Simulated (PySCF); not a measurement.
Work out the structure from these simulated measurements.

Elements present: B, C, H and O. Monoisotopic mass: 59.0674 u (electron mass counted); charge -1.

| Item | Value |
| --- | --- |
| NMR, other nuclei | isotropic shieldings of nuclei other than C and H, by class: 108 (1 B), 261 (1 O) ppm [GIAO PBE/pcSseg-2] |
| 1H NMR | chemical shifts (computed TMS as zero) by class: 3.48 (2 H), 2.88 (3 H), 0.89 (3 H) ppm [GIAO PBE/pcSseg-2] |
| Couplings | largest of the computed one-bond spin–spin couplings (means over like bonds): 13C–1H +135.5 (×2), 13C–1H +127.7 (×3), 11B–1H +96.5 (×3), 13C–13C +41.8, 17O–13C +23.1, 17O–11B +2.9 Hz [B3LYP/pcJ-1, spin–dipole term left out for some pairs] |
| XPS | B1s 188.5, C1s 286.6, C1s 287.1, O1s 531.7 eV [ΔSCF SCAN, pcX-2 on the ionised atom, pcseg-1 elsewhere, spin-free X2C] |
| Rotational structure | rotational constants A, B, C: 27.520, 4.073, 3.832 GHz [PBE0-D3(BJ)/def2-SVP] |
| 13C NMR | chemical shifts (computed TMS as zero) by class: 74.7 (1 C), 23.7 (1 C) ppm [GIAO PBE/pcSseg-2] |

Electronic properties: PySCF, gas phase, density fitting. Levels stand in brackets. One conformer (not necessarily the lowest) at the PBE0-D3(BJ)/def2-SVP geometry, without solvent, vibrations or thermal averaging. The HOMO energy is positive, so at this level the finite basis confines the outermost electrons. No diffuse functions stand in pcJ-1 and pcSseg-2, which bears on an anion's orbital energies. NMR values are class means; diastereotopic atoms form classes of their own.

Q: Which formula fits the mass and the elements?

A: C2H8BO (calculated 59.0674). No other formula that holds each of these elements comes within 0.0003 u with a fitting electron parity and a possible valence count.

Q: What is the compound? Reason from the data.

A: Numbering: `[BH3-:1][O:2][CH2:3][CH3:4]`. 2 carbons fall into 2 classes; from least to most shielded: sp3 carbon bound to oxygen [C3] (74.7 ppm), methyl carbon [C4] (23.7 ppm). Hydrogen classes from least to most shielded: 2 H on an sp3 carbon bound to oxygen, C3 (3.48 ppm), 3 H on a four-coordinate boron, B1 (2.88 ppm), 3 H on a methyl carbon, C4 (0.89 ppm). The other shieldings belong to: 108 ppm, four-coordinate boron [B1]; 261 ppm, boron-bound oxygen [O2]. The couplings run between: +135.5 Hz, sp3 carbon bound to oxygen [C3] and its hydrogen (with 1 like pair); +127.7 Hz, methyl carbon [C4] and its hydrogen (with 2 like pairs); +96.5 Hz, four-coordinate boron [B1] and its hydrogen (with 2 like pairs); +41.8 Hz, sp3 carbon bound to oxygen [C3] and methyl carbon [C4]; +23.1 Hz, boron-bound oxygen [O2] and sp3 carbon bound to oxygen [C3]; +2.9 Hz, boron-bound oxygen [O2] and four-coordinate boron [B1]. The core levels belong to: B1s 188.5 eV, four-coordinate boron [B1]; C1s 286.6 eV, methyl carbon [C4]; C1s 287.1 eV, sp3 carbon bound to oxygen [C3]; O1s 531.7 eV, boron-bound oxygen [O2]. The optimised geometry has point group Cs and is an asymmetric top. Structure: `[BH3-]OCC`. The assignments are read from this structure; whether some other isomer fits the data as well wasn't checked.

The values belong to the conformer `[BH3-:1][O:2][CH2:3][CH3:4]`: B1–O2–C3–C4 180°.
